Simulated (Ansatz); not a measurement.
H8O2Si3 can be A, `O[SiH2][SiH2]O[SiH3]`, or B, `O[SiH2]O[SiH2][SiH3]`.

Program: Ansatz. Geometries: PBE0-D4/def2-TZVP. ΔE: electronic, gas phase. CCSD(T)/CBS adds triple-zeta CCSD(T) − MP2 to the extrapolated MP2 energy (def2 sets, frozen cores). DFT in def2-TZVPP. B3LYP here is the variant with VWN-RPA as its local correlation; programs differ in this. Each species was taken in one conformer, which may not be the lowest.

Question: Which isomer does CCSD(T)/CBS put lower? Give the gap. (Estimate.)

Answer: Ansatz gave: B, by 37.4 kJ/mol.

Question: Give E(B) − E(A) in kJ/mol with B3LYP, CCSD/def2-TZVPP, MP2/def2-TZVPP, ωB97M-V, HF/def2-TZVPP, CCSD(T)/def2-TZVPP, B3LYP-D4. (An estimate is asked.)

Answer: Computed: B3LYP -35.8, CCSD/def2-TZVPP -38.5, MP2/def2-TZVPP -37.9, ωB97M-V -37.7, HF/def2-TZVPP -36.9, CCSD(T)/def2-TZVPP -38.6, B3LYP-D4 -34.6. None reverses the order clearly.

Largest T1 diagnostic: 0.012.
